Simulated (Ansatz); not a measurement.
Consider the atomization: `N[Si@H](O)N[Si@@H](N)F` → F• + 8 H• + 3 N• + O• + 2 Si•.

Gas-phase electronic energies from Ansatz, PBE0-D4/def2-TZVP geometries. CCSD(T)/CBS adds triple-zeta CCSD(T) − MP2 to the extrapolated MP2 energy (def2 sets, frozen cores). This one scheme is used for every species, atoms too. DFT in def2-TZVPP. B3LYP here is the variant with VWN-RPA as its local correlation; programs differ in this. Open shells (•) are unrestricted, without spin–orbit coupling. Spin–orbit coupling would lower the free atoms: a little for F, O, Si. One conformer a species, not always the lowest.

Q: What is ΔE at CCSD(T)/CBS? (Best estimate.)

A: Ansatz gave: +1357.4 kcal/mol.

Q: What do these levels give: PBE-D4, r2SCAN-D4, B3LYP-D4, ωB97M-V, B2PLYP, PBE, r2SCAN, PBE0, CCSD/def2-TZVPP, HF/def2-QZVPP, HF/CBS(def2), CCSD/CBS(def2)? (Best estimate.)

A: The calculation gave: PBE-D4 1367.3, r2SCAN-D4 1345.3, B3LYP-D4 1353.2, ωB97M-V 1359.5, B2PLYP 1337.1, PBE 1358.1, r2SCAN 1342.9, PBE0 1331.0, CCSD/def2-TZVPP 1289.5, HF/def2-QZVPP 943.7, HF/CBS(def2) 944.3, CCSD/CBS(def2) 1336.9 kcal/mol.

Largest T1 diagnostic among the species: 0.012.

From PBE to PBE0 (25 % exact exchange), in def2-TZVPP and without D4, ΔE moves by −27.1 kcal/mol: exact exchange takes away binding that semilocal exchange gives to molecules. In def2-TZVPP, CCSD(T) changes the Hartree–Fock value by +370.7 kcal/mol (the triples alone add +20.5 kcal/mol) and MP2 by +397.2 kcal/mol; breaking electron pairs costs correlation energy, which Hartree–Fock lacks. The D4 term adds +14.8 kcal/mol with B3LYP and +7.9 kcal/mol with PBE0; it sums over pairs of atoms, weighted by their polarisabilities, and B3LYP, whose exchange is more repulsive, gets the larger term.

For atomizations the MP2-based limit and the directly extrapolated one differ by several kJ/mol either way, and by 10 to 25 for some Ge, Se and Sn compounds, so smaller differences from it don't rank the levels.
